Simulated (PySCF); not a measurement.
A side-by-side comparison of computed properties.

First species: C₆H₈NOP.
SMILES: `C#CCP(CO)CC#N`

Second species: C₃H₁₃NSi₂.
Numbering: `[NH2:1][CH2:2][CH2:3][CH:4]([SiH3:5])[SiH3:6]` (hydrogens: H7, H8 on N1; H9, H10 on C2; H11, H12 on C3; H13 on C4; H14, H15, H16 on Si5; H17, H18, H19 on Si6)

Levels: PBE0/def2-SVPD for dipole moment, HOMO energy, LUMO energy, HOMO–LUMO gap, static isotropic polarisability and electronic spatial extent ⟨r²⟩ about the centre of nuclear charge; TDDFT PBE0/def2-SVPD for lowest singlet excitation; TDA PBE0/def2-SVPD for lowest triplet excitation (Tamm–Dancoff); GFN2-xTB for rotational constant A and rotational constant C. Geometries: GFN2-xTB. Each species is one conformer at its optimised geometry, gas phase, non-relativistic unless stated. Electronic properties by PySCF.

The conformers computed, where there is a choice (atom-mapped SMILES and torsion angles):
- `[CH:1]#[C:2][CH2:3][P:4]([CH2:5][OH:6])[CH2:7][C:8]#[N:9]`: C2–C3–P4–C5 166°, C3–P4–C5–O6 71°, C3–P4–C7–C8 167°, H–O6–C5–P4 69°
- `[NH2:1][CH2:2][CH2:3][CH:4]([SiH3:5])[SiH3:6]`: N1–C2–C3–C4 -61°, C2–C3–C4–Si5 -75°, H–N1–C2–C3 165°, H–N1–C2–C3 -74°

Values for the first species:

| Property | Result |
| --- | --- |
| Dipole moment | 3.07 D |
| HOMO energy | -7.51 eV |
| LUMO energy | -0.28 eV |
| HOMO–LUMO gap | 7.23 eV |
| Lowest singlet excitation | 6.08 eV |
| Lowest triplet excitation (Tamm–Dancoff) | 5.05 eV |
| Static isotropic polarisability | 104.1 au |
| Electronic spatial extent ⟨r²⟩ about the centre of nuclear charge | 1661 bohr² |
| Rotational constant A | 1.547 GHz |
| Rotational constant C | 0.660 GHz |

Q: Estimate the same properties for the second species, and the change in each.

A: 
```
                                                         property       first      second  second less first
                                                    dipole moment      3.07 D      3.23 D            +0.16 D
                                                      HOMO energy    -7.51 eV    -7.01 eV           +0.50 eV
                                                      LUMO energy    -0.28 eV     0.31 eV           +0.59 eV
                                                    HOMO–LUMO gap     7.23 eV     7.32 eV           +0.09 eV
                                        lowest singlet excitation     6.08 eV     6.16 eV           +0.08 eV
                         lowest triplet excitation (Tamm–Dancoff)     5.05 eV     5.93 eV           +0.88 eV
                                  static isotropic polarisability    104.1 au    100.4 au            -3.7 au
electronic spatial extent ⟨r²⟩ about the centre of nuclear charge  1661 bohr²  1060 bohr²         -601 bohr²
                                            rotational constant A   1.547 GHz   2.622 GHz         +1.075 GHz
                                            rotational constant C   0.660 GHz   1.295 GHz         +0.635 GHz
```

On the first: A dipole of 3.07 D is allowed in C1, and pure rotational transitions are dipole-allowed. The polarisability is 15.43 Å³ as a volume (1 au = 0.148185 Å³), or 1.41 au for each of the 74 electrons.

On the second: S1 lies 1.16 eV below the HOMO–LUMO gap; its leading configuration is HOMO→LUMO, weight 0.94.
